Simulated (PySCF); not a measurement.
System: sum formula H₇Si₃O₂, charge 0, multiplicity 2. It need not be the lowest isomer of its formula. 
Geometry from a B3LYP-D3(BJ)/def2-TZVP (Ansatz) optimisation:
```xyz
12

Si     0.0305    -1.3018     0.6623
O      1.3760    -0.5200     0.1474
Si     2.0998     0.9204    -0.1733
O     -1.3080    -0.6394    -0.0106
Si    -2.1573     0.7101    -0.4077
H      0.1237    -2.7059     0.1681
H      2.4265     0.9881    -1.6140
H      1.1862     2.0339     0.1763
H      3.3385     1.0285     0.6264
H     -2.3271     1.5726     0.7838
H     -1.4333     1.4660    -1.4551
H     -3.4797     0.2919    -0.9168
```
Charge 0, spin multiplicity 2.

Dispersion corrections to the total energy (kcal/mol) from the dftd3 and dftd4 libraries through PySCF: D3(BJ) without and D4 with the three-body term, each with the damping fitted for the functional named.

| functional | D3(BJ) | D4 |
|---|---|---|
| TPSSh | -8.27 | -8.93 |
| B2PLYP | -6.20 | -5.14 |
| LC-wPBE | ? | -8.19 |
| CAM-B3LYP | -6.21 | -6.51 |
| r2SCAN | -2.04 | -1.85 |
| BHLYP | -10.25 | ? |
| PBE | -6.68 | ? |

### Question
Fill in the missing entries.

### Answer

- LC-wPBE, D3(BJ): -7.10
- BHLYP, D4: -9.69
- PBE, D4: -7.29
